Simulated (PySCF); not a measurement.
Run record: geometry optimisation, `C=CC[C@@H](C)CC(N)=O`.

Computed with PBE0-D3(BJ)/def2-SVP geometry optimisation, gas phase (PySCF 2.14.0). Start geometry: GFN2-xTB. The input is one job of a driver script: a line of settings, then coordinates in Å.

Input:
```
{"job": {"xc": "PBE0", "basis": "def2-SVP", "d3": "d3bj", "grid": 1, "kind": "geom"}, "charge": 0, "multiplicity": 1}
C     -1.794747     1.353394    -0.957010
C     -1.797813     0.145743    -0.423445
C     -1.179451    -0.190895     0.895471
C      0.121330    -1.005211     0.764238
C     -0.112560    -2.347167     0.076582
C      1.182778    -0.196594     0.012443
C      1.627643     1.017842     0.807794
N      1.924957     2.100715     0.048432
O      1.729242     1.036631     2.013273
H     -1.343930     2.190834    -0.448511
H     -2.247815     1.563582    -1.911863
H     -2.263826    -0.676753    -0.950369
H     -1.891587    -0.773697     1.485228
H     -0.954844     0.726589     1.442113
H      0.495875    -1.182276     1.777358
H     -0.361083    -2.204936    -0.972872
H      0.782320    -2.963123     0.133199
H     -0.927296    -2.885311     0.555524
H      2.067432    -0.820197    -0.142365
H      0.799705     0.109237    -0.962361
H      1.869158     2.087831    -0.953615
H      2.264099     2.933147     0.501668
```

Output:
```
step   0  E = -403.79985897  max force = 0.015534
step   1  E = -403.80222955  max force = 0.002805
step   2  E = -403.80224128  max force = 0.001354
step   3  E = -403.80227343  max force = 0.001280
step   4  E = -403.80229284  max force = 0.000458
step   5  E = -403.80230788  max force = 0.000588
step   6  E = -403.80231460  max force = 0.000647
step   7  E = -403.80233012  max force = 0.000303
step   8  E = -403.80233880  max force = 0.000390
optimisation converged
```

Energies in Eh; «max force» is the largest Cartesian gradient component in Eh/bohr.

How much energy does the optimisation release, in eV?

E(step 0) − E(last step) = 0.002480 Eh, which is 0.067 eV.

Give the first gradient maximum in eV/Å.

With 1 Eh/bohr = 51.422 eV/Å, 0.799 eV/Å.

In short: final energy -403.80234 Eh after 8 steps; dipole 3.23 D.

Rough CPU time on one thread of a shared machine: about 4 min.
Labels such as C1 count atoms from 1, the log's own numbers from 0.
